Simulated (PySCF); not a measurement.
CH4NO (SMILES NC=[OH+]), charge +1, singlet, at a GFN2-xTB geometry; CAMB3LYP/6-31G*, TDA in PySCF.

Input for PySCF:
```python
from pyscf import gto, scf, dft, tdscf

mol = gto.Mole()
mol.atom = '''
    N     1.10015826    0.21594037    0.04590724
    C    -0.01944171   -0.42853510   -0.01516889
    O    -1.18046723    0.07163301   -0.03900407
    H     1.14809919    1.23261013    0.08195815
    H     1.99027847   -0.27101640    0.06068226
    H    -0.00328106   -1.52044704   -0.05151387
    H    -1.27581631    1.04541719   -0.00943132
'''
mol.basis = '6-31g*'
mol.charge = 1
mol.verbose = 4
mol.build()

mf = dft.RKS(mol)
mf.xc = 'camb3lyp'
mf.kernel()
td = mf.TDA()
td.nstates = 5
td.kernel(x0=td.get_init_guess(mf, 13), nstates=5)
td.analyze()
```

Problem. Write the output that PySCF gives for this input, abridged.

Solution. 
```
PySCF version 2.14.0

[INPUT] verbose = 4
[INPUT] num. atoms = 7
[INPUT] num. electrons = 24
[INPUT] charge = 1
[INPUT] spin (= nelec alpha-beta = 2S) = 0
[INPUT] symmetry False subgroup None
[INPUT] Mole.unit = angstrom
[INPUT] Symbol           X                Y                Z      unit          X                Y                Z       unit  Magmom
[INPUT]  1 N      1.100158260000   0.215940370000   0.045907240000 AA    2.078997805078   0.408068158537   0.086752110735 Bohr   0.0
[INPUT]  2 C     -0.019441710000  -0.428535100000  -0.015168890000 AA   -0.036739507293  -0.809813973763  -0.028665047714 Bohr   0.0
[INPUT]  3 O     -1.180467230000   0.071633010000  -0.039004070000 AA   -2.230759763724   0.135366770378  -0.073707010043 Bohr   0.0
[INPUT]  4 H      1.148099190000   1.232610130000   0.081958150000 AA    2.169593032935   2.329295564065   0.154878457176 Bohr   0.0
[INPUT]  5 H      1.990278470000  -0.271016400000   0.060682260000 AA    3.761081219918  -0.512146771266   0.114672852020 Bohr   0.0
[INPUT]  6 H     -0.003281060000  -1.520447040000  -0.051513870000 AA   -0.006200304798  -2.873228492506  -0.097347105916 Bohr   0.0
[INPUT]  7 H     -1.275816310000   1.045417190000  -0.009431320000 AA   -2.410943411153   1.975552175012  -0.017822611793 Bohr   0.0

nuclear repulsion = 79.1480844114362
number of shells = 26
number of NR pGTOs = 97
number of NR cGTOs = 50
basis = 6-31g*
ecp = {}

******** <class 'pyscf.dft.rks.RKS'> ********
method = RKS
initial guess = minao
damping factor = 0
level_shift factor = 0
DIIS = <class 'pyscf.scf.diis.CDIIS'>
diis_start_cycle = 1
diis_space = 8
diis_damp = 0
SCF conv_tol = 1e-09
SCF conv_tol_grad = None
SCF max_cycles = 50
direct_scf = True
direct_scf_tol = 1e-13
XC library pyscf.dft.libxc version 7.1.2
    S. Lehtola, C. Steigemann, M. J. T. Oliveira, and M. A. L. Marques,  SoftwareX 7, 1–5 (2018)
XC functionals = camb3lyp
    T. Yanai, D. P. Tew, and N. C. Handy,  Chem. Phys. Lett. 393, 51 (2004)
radial grids:
    Treutler-Ahlrichs [JCP 102, 346 (1995); DOI:10.1063/1.469408] (M4) radial grids

becke partition: Becke, JCP 88, 2547 (1988); DOI:10.1063/1.454033
pruning grids: <function nwchem_prune>
grids dens level: 3
symmetrized grids: False
atomic radii adjust function: <function treutler_atomic_radii_adjust>
small_rho_cutoff = 0
Set gradient conv threshold to 3.16228e-05
Initial guess from minao.
tot grids = 81336
init E= -170.922945734391
  HOMO = -0.353309240541405  LUMO = -0.0245539103122954  gap/eV = 8.94589
cycle= 1 E= -170.071612940169  delta_E= 0.851  |g|= 0.555  |ddm|= 2.33
  HOMO = -0.607740948183671  LUMO = -0.236406062052175  gap/eV = 10.10454
cycle= 2 E= -170.050441830265  delta_E= 0.0212  |g|= 0.691  |ddm|= 0.781
  HOMO = -0.641687605231447  LUMO = -0.212214717241454  gap/eV = 11.68655
cycle= 3 E= -170.135828598574  delta_E= -0.0854  |g|= 0.0732  |ddm|= 0.441
  HOMO = -0.638239868895749  LUMO = -0.201850006020548  gap/eV = 11.87477
cycle= 4 E= -170.136615223539  delta_E= -0.000787  |g|= 0.0359  |ddm|= 0.0644
  HOMO = -0.635316360718022  LUMO = -0.202327541564066  gap/eV = 11.78223
cycle= 5 E= -170.136877670175  delta_E= -0.000262  |g|= 0.00633  |ddm|= 0.0269
  HOMO = -0.636354340688101  LUMO = -0.202658249003372  gap/eV = 11.80147
cycle= 6 E= -170.136886001433  delta_E= -8.33e-06  |g|= 0.00122  |ddm|= 0.00501
  HOMO = -0.636021875188215  LUMO = -0.202314258862608  gap/eV = 11.80179
cycle= 7 E= -170.136886354636  delta_E= -3.53e-07  |g|= 0.00026  |ddm|= 0.00124
  HOMO = -0.636070712600309  LUMO = -0.202378839466534  gap/eV = 11.80136
cycle= 8 E= -170.13688637229  delta_E= -1.77e-08  |g|= 2.91e-05  |ddm|= 0.000359
  HOMO = -0.636069834002119  LUMO = -0.202375411128504  gap/eV = 11.80143
cycle= 9 E= -170.136886372585  delta_E= -2.95e-10  |g|= 4.05e-06  |ddm|= 6.1e-05
  HOMO = -0.636070526974512  LUMO = -0.202375850185462  gap/eV = 11.80143
Extra cycle  E= -170.13688637259  delta_E= -5.4e-12  |g|= 1.86e-06  |ddm|= 8.46e-06
converged SCF energy = -170.13688637259

******** <class 'pyscf.tdscf.rks.TDA'> for <class 'pyscf.dft.rks.RKS'> ********
nstates = 5 singlet
deg_eia_thresh = 1.000e-03
wfnsym = None
conv_tol = 1e-05
eigh lindep = 1e-12
eigh level_shift = 0
eigh max_cycle = 100

Excitation energies (eV)
[ 8.90723759  9.21410935  9.98472343 10.78160072 10.94294674]

** Singlet excitation energies and oscillator strengths **
Excited State   1:      8.90724 eV    139.19 nm  f=0.0106
      11 -> 13       -0.70484
Excited State   2:      9.21411 eV    134.56 nm  f=0.4119
      12 -> 13       -0.67662
Excited State   3:      9.98472 eV    124.17 nm  f=0.0000
      12 -> 14        0.69949
Excited State   4:     10.78160 eV    115.00 nm  f=0.0032
       9 -> 13        0.65639
      12 -> 16        0.24152
Excited State   5:     10.94295 eV    113.30 nm  f=0.0022
       9 -> 13        0.14547
      12 -> 15       -0.64340
      12 -> 16       -0.21938

** Transition electric dipole moments (AU) **
state          X           Y           Z        Dip. S.      Osc.
  1         0.0077      0.0074     -0.2203      0.0487      0.0106
  2         1.3335      0.2086      0.0538      1.8246      0.4119
  3        -0.0004     -0.0004      0.0118      0.0001      0.0000
  4         0.0038      0.0037     -0.1091      0.0119      0.0032
  5        -0.0032     -0.0031      0.0905      0.0082      0.0022

** Transition velocity dipole moments (imaginary part, AU) **
state          X           Y           Z        Dip. S.      Osc.
  1         0.0006      0.0006     -0.0167      0.0003      0.0006
  2         0.1686      0.0085      0.0062      0.0285      0.0562
  3         0.0005      0.0005     -0.0149      0.0002      0.0004
  4         0.0003      0.0002     -0.0072      0.0001      0.0001
  5        -0.0038     -0.0037      0.1082      0.0117      0.0195

** Transition magnetic dipole moments (imaginary part, AU) **
state          X           Y           Z
  1        -0.8223      0.7315     -0.0041
  2         0.0141      0.0136     -0.4030
  3         0.1232      0.4707      0.0202
  4        -1.1778     -0.5360     -0.0594
  5        -0.2340      0.1121     -0.0044
```
